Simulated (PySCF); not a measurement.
## Vibration and rotation of TaO

ROHF-CCSD(T) constants of TaO, ²Δ (doublet), unpaired electrons δ ↑ (Ta def2-TZVPP with ECP60, O def2-TZVPP; scalar-relativistic core potentials (PySCF 2.14); masses 180.9480 and 15.9949 u):

| Property | Result |
| --- | --- |
| ωe | 1017.2 cm⁻¹ |
| ωexe | 3.4 cm⁻¹ |
| Be | 0.39668 cm⁻¹ |
| αe | 0.00178 cm⁻¹ |
| D (centrifugal) | 2.41e-07 cm⁻¹ |
| De to Ta (5d3 6s2) + O | 8.01 eV |

Q: Give the vibrational terms G(v) and spacings up to v = 6.

A: G(v) = ωe(v+½) − ωexe(v+½)².

```
v  G(v) (cm⁻¹)  G(v) − G(v−1)  Bv (cm⁻¹)
0        507.8                    0.3958
1       1518.2         1010.4     0.3940
2       2521.8         1003.6     0.3922
3       3518.6          996.8     0.3904
4       4508.6          990.0     0.3887
5       5491.8          983.2     0.3869
6       6468.2          976.4     0.3851
```

Q: How well does the Morse estimate ωe²/(4ωexe) reproduce De, and what is D0?

A: It gives 9.43 eV, 118 % of the computed De. D0 = De − G(0) = 8.01 − 0.06 = 7.95 eV.

Correlated steps freeze 1 core orbital. Spin–orbit coupling is left out, which matters for elements this heavy, above all for dissociation energies. The state is the lowest single determinant that the PBE0 search found; with open d or f shells the true ground state can be another one.
